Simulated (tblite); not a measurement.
Al2Br6.
SMILES with atom numbers: `[Br:1][Al-:2]1([Br:3])[Br+:4][Al-:5]([Br:6])([Br:7])[Br+:8]1`

Computed with GFN2-xTB (tblite), gas phase: L-BFGS steps from a force-field or distance-geometry start until the largest atomic force falls under 0.01 eV/Å.

Step 42: E = -736.3847 eV
```
atom  x, y, z in Å  |  force x, y, z in eV/Å
Br1     1.5590    2.7828   -0.2302    0.006   0.036   0.019
Al2     1.6412    0.6043    0.2717   -0.004  -0.053   0.055
Br3     3.3687   -0.7757    0.6158   -0.011   0.015   0.001
Br4     0.0314    0.2015    2.1312    0.027   0.022  -0.018
Al5    -1.6332   -0.6010    0.4862    0.029  -0.053   0.036
Br6    -2.0038   -2.7725    0.8776   -0.007   0.008   0.025
Br7    -3.0492    1.0945    0.1380   -0.029   0.028  -0.020
Br8     0.0949   -0.5246   -1.2801   -0.010  -0.002  -0.099
```

Step 43: E = -736.3854 eV
```
atom  x, y, z in Å  |  force x, y, z in eV/Å
Br1     1.5595    2.7838   -0.2292    0.004   0.014   0.026
Al2     1.6394    0.6041    0.2737    0.012  -0.043   0.036
Br3     3.3717   -0.7723    0.6142   -0.025   0.023   0.000
Br4     0.0334    0.1975    2.1322    0.020   0.022  -0.018
Al5    -1.6329   -0.6018    0.4871    0.018  -0.052   0.020
Br6    -2.0088   -2.7727    0.8814   -0.001   0.024   0.020
Br7    -3.0484    1.0949    0.1344   -0.013   0.013  -0.013
Br8     0.0952   -0.5242   -1.2837   -0.015  -0.001  -0.072
```

Problem. Estimate the geometry and energy of step 44. (The exact step hangs on the optimiser's Hessian estimate; all steps are aligned on step 43, rigid shifts and turns removed.)

Solution. E = -736.3860 eV, largest force 0.042 eV/Å
```
atom  x, y, z in Å  |  force x, y, z in eV/Å
Br1     1.5581    2.7847   -0.2282    0.003  -0.020   0.037
Al2     1.6362    0.6033    0.2772    0.016  -0.009  -0.002
Br3     3.3711   -0.7704    0.6146   -0.022   0.019  -0.002
Br4     0.0372    0.1920    2.1330    0.005   0.023  -0.013
Al5    -1.6321   -0.6037    0.4881    0.004  -0.021  -0.013
Br6    -2.0107   -2.7730    0.8886    0.004   0.029   0.015
Br7    -3.0452    1.0970    0.1293    0.014  -0.018  -0.001
Br8     0.0945   -0.5205   -1.2925   -0.024  -0.002  -0.021
```

The energy changes by -0.0007 eV. The first-order estimate −F·Δx gives -0.0011 eV and the mean of the old and new forces, exact on a quadratic surface, -0.0007 eV. The step makes an angle of 58° with the force vector and moves no atom by more than 0.010 Å.

The cost below is that of the whole relaxation. Hardware: 2 threads, Arm Neoverse V1 (aarch64), no GPU (shared host). Cost: 0.81 s wall, 1.1 s CPU.
